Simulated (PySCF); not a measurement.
Members of one family of related compounds. Method used: TDDFT B3LYP/def2-SVPD, vertical, gas phase, core orbitals frozen in the response, def2 core potentials past Kr in PySCF 2.14.0, density-fitted response routines. Geometries: PBE0-D3(BJ)/def2-SVP; one conformer of each isolated species. Triplets are in the Tamm–Dancoff approximation. 'Strongest' means the level of largest summed f among the lowest 10 singlets; it needn't be the same kind of state in each. Atoms past krypton carry core potentials; spin–orbit coupling is left out.

Question: Rank by computed lowest triplet energy, highest first.
A. BiMe2I (`[CH3][Bi]([I])[CH3]`)
B. BiMe2F (`[CH3][Bi]([F])[CH3]`)
C. BiMe2H (`[CH3][BiH][CH3]`)
D. BiMe2(SiH3) (`[CH3][Bi]([SiH3])[CH3]`)

Answer: C (4.76 eV), D (4.47 eV), B (4.00 eV), A (3.18 eV).

| SMILES | T1 (eV) | α (au) | f (S1) | gap (eV) | strongest (eV) | HOMO (eV) | S1 mainly |
| --- | --- | --- | --- | --- | --- | --- | --- |
| [H][Bi]([CH3])[CH3] | 4.76 | 78.9 | 0.053 | 6.31 | 7.29 | -6.69 | H→L+1 (94%) |
| [CH3][Bi]([CH3])[SiH3] | 4.47 | 112.5 | 0.026 | 5.96 | 6.39 | -6.55 | H→L+1 (96%) |
| [CH3][Bi]([CH3])[F] | 4.00 | 74.6 | 0.021 | 5.56 | 7.36 | -7.07 | H→L (99%) |
| [CH3][Bi]([CH3])[I] | 3.18 | 116.0 | 0.015 | 4.49 | 6.12 | -6.61 | H→L (98%) |

H and L stand for HOMO and LUMO.
